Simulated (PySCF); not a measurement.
**Working out the ionisation energy of Tl**

Tl [Xe] 4f14 5d10 6s2 6p1 (2P) → Tl+ [Xe] 4f14 5d10 6s2 (1S). Calculation: PySCF 2.14, in aug-cc-pwCVDZ-PP with ECP60MDF (6s5p4d1f, 48 functions); a scalar-relativistic core potential. Frozen: nothing. Energies in hartree (1 hartree = 27.21139 eV):

| part | Tl (lower) | Tl+ (upper) |
| --- | --- | --- |
| UHF | -171.512656 | -171.328889 |
| MP2 opposite-spin | -0.275217 | -0.273243 |
| MP2 same-spin | -0.148382 | -0.143392 |

Task: What does Hartree-Fock give?

Result: (-171.328889) − (-171.512656) = 0.183767 hartree = 5.001 eV.

Task: What do MP2 and SCS-MP2 (6/5 opposite-spin, 1/3 same-spin) give?

Result: The opposite-spin parts differ by 0.054 eV and the same-spin parts by 0.136 eV. MP2: 5.001 + (0.054) + (0.136) = 5.191 eV. SCS-MP2: 5.001 + 1.2 × (0.054) + (0.136)/3 = 5.111 eV.

Measured between the centres of the two terms (NIST): 5.464 eV, so MP2 (valence and next inner shell) is off by -0.273 eV.

A double-zeta basis recovers only part of the correlation energy.

What remains against the reference includes basis incompleteness and correlation beyond second order.
